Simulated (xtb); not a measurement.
Input file for xtb: GFN-FF on BH3O2Se (SMILES OB(O)[SeH]), a point of a torsion scan.

```
$ xtb mol.xyz --gfnff --sp --chrg 0 --uhf 0
7

O     -0.85969309    -1.08757564    -0.29793679
B     -0.01547739    -0.17222211     0.19209974
O     -0.19828386     1.14792399     0.29145105
Se     1.78906281    -0.81517348     0.66599038
H     -1.74348484    -0.84158217    -0.57331209
H     -1.01469967     1.55818980     0.00391648
H      1.38018489    -1.79051172     1.63531052
```

The log:

```
[...]
           -------------------------------------------------
          |                Calculation Setup                |
           -------------------------------------------------



          ==================== Thresholds ====================
          CN  :   150.00000
          rep :   500.00000
          disp:  2500.00000
          HB1 :   250.00000
          HB2 :   450.00000

          Pauling EN used:
          Z : 1  EN :  2.20
          Z : 5  EN :  2.04
          Z : 8  EN :  3.44
          Z :34  EN :  2.55
          electric field strengths (au): 0.000

           -------------------------------------------------
          |           Force Field Initialization            |
           -------------------------------------------------

          distances ...
          ----------------------------------------
          generating topology and atomic info file ...
          pair mat ...
          computing topology distances matrix with Floyd-Warshall algo ...
          making topology EEQ charges ...
          #fragments for EEQ constrain: 1
          ----------------------------------------
          generating topology and atomic info file ...
          pair mat ...
          computing topology distances matrix with Floyd-Warshall algo ...
          making topology EEQ charges ...
          #fragments for EEQ constrain: 1
          rings ...
          # BATM   18
          # H in HB   3
          doing iterative Hueckel for 1 subsystem(s) ...

  atom   neighbors  erfCN metchar sp-hybrid imet pi  qest     coordinates
    1  O       2    1.93   0.00         3    0    1  -0.427   -1.624584   -2.055220   -0.563019
    2  B       3    2.78   0.01         2    0    1   0.289   -0.029248   -0.325453    0.363016
    3  O       2    1.93   0.00         3    0    1  -0.427   -0.374702    2.169262    0.550763
    4  Se      2    1.92   0.00         3    0    0  -0.041    3.380839   -1.540455    1.258539
    5  H       1    0.97   0.00         0    0    0   0.259   -3.294709   -1.590360   -1.083403
    6  H       1    0.97   0.00         0    0    0   0.259   -1.917504    2.944552    0.007401
    7  H       1    0.97   0.00         0    0    0   0.089    2.608171   -3.383577    3.090289

          #atoms :   7
          #bonds :   6
          #angl  :   6
          #tors  :   7
          #nmol  :   1
          #optfrag :   1
           -------------------------------------------------
          |                   G F N - F F                   |
          |          A general generic force-field          |
          |                  Version 1.0.3                  |
           -------------------------------------------------
          Number of HB bonds (bound hydrogen)     18
          Number of HB bonds (unbound hydrogen)   36
          Number of XB bonds                      0

 E+G (total)                   0 d,  0 h,  0 min,  0.000 sec
 distance/D3 list               ...        0 min,  0.000 sec (  0.914%)
 non bonded repulsion           ...        0 min,  0.000 sec ( 13.852%)
 dCN                            ...        0 min,  0.000 sec (  4.547%)
 EEQ energy and q               ...        0 min,  0.000 sec (  9.843%)
 D3                             ...        0 min,  0.000 sec ( 12.883%)
 EEQ gradient                   ...        0 min,  0.000 sec (  3.179%)
 bonds                          ...        0 min,  0.000 sec (  9.389%)
 bend and torsion               ...        0 min,  0.000 sec ( 14.792%)
 bonded ATM                     ...        0 min,  0.000 sec (  4.799%)
 HB/XB (incl list setup)        ...        0 min,  0.000 sec ( 20.399%)

         :::::::::::::::::::::::::::::::::::::::::::::::::::::
Note: The following floating-point exceptions are signalling: IEEE_UNDERFLOW_FLAG IEEE_DENORMAL
normal termination of xtb
         ::                     SUMMARY                     ::
         :::::::::::::::::::::::::::::::::::::::::::::::::::::
         :: total energy              -0.727322883243 Eh    ::
         :: gradient norm              0.043371182820 Eh/a0 ::
         ::.................................................::
         :: bond energy               -0.663138153394 Eh    ::
         :: angle energy               0.005609874639 Eh    ::
         :: torsion energy             0.000742832899 Eh    ::
         :: repulsion energy           0.061716238302 Eh    ::
         :: electrostat energy        -0.129883192047 Eh    ::
         :: dispersion energy         -0.002267632799 Eh    ::
         :: HB energy                  0.000000000000 Eh    ::
         :: XB energy                  0.000000000000 Eh    ::
         :: bonded atm energy         -0.000102850843 Eh    ::
         :: external energy            0.000000000000 Eh    ::
         :: add. restraining           0.000000000000 Eh    ::
         :: total charge               0.000000000000 e     ::
         :::::::::::::::::::::::::::::::::::::::::::::::::::::

           -------------------------------------------------
          |                Property Printout                |
           -------------------------------------------------

molecular dipole:
                 x           y           z       tot (Debye)
 q only:       -0.549       0.008       0.044       1.399

           -------------------------------------------------
          | TOTAL ENERGY               -0.727322883243 Eh   |
          | GRADIENT NORM               0.043371182820 Eh/α |
           -------------------------------------------------
########################################################################
[WARNING] Runtime exception occurred
-1- gfnff_setup: Could not read topology file.
########################################################################

------------------------------------------------------------------------
------------------------------------------------------------------------
 total:
 SCF:
```

The run finished.

Cost: roughly 0.020 core-seconds.
